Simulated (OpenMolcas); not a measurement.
Co3+: effect of the metal basis

Co3+ with its 6 nearest fluoride ions at 2.01 Å, on the Y site of Cs2NaYF6 (a = 9.075 Å, distance in the model lattice 2.178 Å). The rest of the host is ab initio model potentials to 7.6 Å and point charges beyond; the distance is set by hand and nothing relaxes.

```yaml
Program: OpenMolcas
Method: CASSCF
Spin-orbit_coupling: state interaction with AMFI integrals over the reference wave functions
```

Fixed: ligand basis ANO-RCC-VDZP, active space 6 electrons in 5 orbitals (3d), DKH2 Hamiltonian.

States (labels of O, the rotations of Oh). Energies in cm-1 above the lowest state or level, χT in cm3 K/mol; under a threefold ground state the first gap can be a small split of the lowest multiplet, not the spin-orbit step.

```
Run   Metal basis  Ground state  First state of that spin  First gap with spin-orbit (degeneracies)  χT at 300 K  First state of another spin                     Cost
  A  ANO-RCC-VDZP           5T2                   5E 8770                              270.0 (3, 2)        4.201                    3T1 16745  roughly 50 core-seconds
  B  ANO-RCC-VTZP           5T2                   5E 8220                              270.1 (3, 2)        4.212                    3T1 17454  roughly 50 core-seconds
```

Against A, the first state of the same spin changes by -6.3 % in B.

Costs are those of the RASSCF and RASSI steps.

An orbital triplet at a regular site is open to Jahn-Teller coupling, which can distort the site and quench the lowest spin-orbit gaps and is left out. Without dynamic correlation the repulsion within the d shell is too large (B by tens of per cent), so at a given field states of lower spin stand too high. CASSCF with metal d orbitals alone favours high spin, so a ground state of lower spin is not ruled out. Ligand-to-metal charge-transfer states are missing. With no ligand orbital active B as a rule stays too high, so bands that hang on it stand too high and its fall with covalency is understated. With metal d orbitals alone and no dynamic correlation 10Dq can be off by a tenth to a fifth, either way, in oxide and fluoride hosts. No measured value stands beside these numbers; the geometry was set by hand and not optimised.
